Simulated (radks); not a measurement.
Question: Species: Fe9+. Configuration: [Ne] 3s2 3p5 (the NIST ground configuration). All-electron calculation, scalar-relativistic Kohn-Sham, r2SCAN, spin-polarised, spherical densities, finite nucleus; open shells are filled with parallel spins first; meta-GGA in the generalised Kohn-Sham scheme; Fermi nuclear charge, rms radius 3.7377 fm. Program: a radial shooting solver on a logarithmic mesh with Libxc functionals. Some entries of the table are withheld. Estimate them.

| orbital | occ. | eigenvalue (hartree) | <r^2> (bohr^2) | r(max) (bohr) |
|---|---|---|---|---|
| 1s up | 1 | -266.2301 | 0.004601 | 0.03828 |
| 1s down | 1 | -266.1954 | 0.004600 | 0.03827 |
| 2s up | 1 | -38.62374 | 0.08316 | 0.2219 |
| 2s down | 1 | -38.61170 | 0.08310 | 0.2220 |
| 2p up | 3 | -34.08875 | 0.06745 | 0.1797 |
| 2p down | 3 | -34.05717 | 0.06745 | 0.1799 |
| 3s up | 1 | (1) | 0.6151 | 0.6669 |
| 3s down | 1 | (2) | 0.6187 | 0.6680 |
| 3p up | 3 | -9.25855 | 0.6371 | 0.6656 |
| 3p down | 2 | -9.14555 | 0.6414 | 0.6667 |
| 3d up | 0 | -7.14122 | 0.6148 | 0.5953 |
| 3d down | 0 | -7.04250 | 0.6177 | 0.5926 |
| 4s up | 0 | -4.33593 | 2.796 | 1.514 |
| 4s down | 0 | -4.29769 | 2.846 | 1.528 |

Answer: 
(1) 3s up eigenvalue (hartree): -10.63570
(2) 3s down eigenvalue (hartree): -10.52187
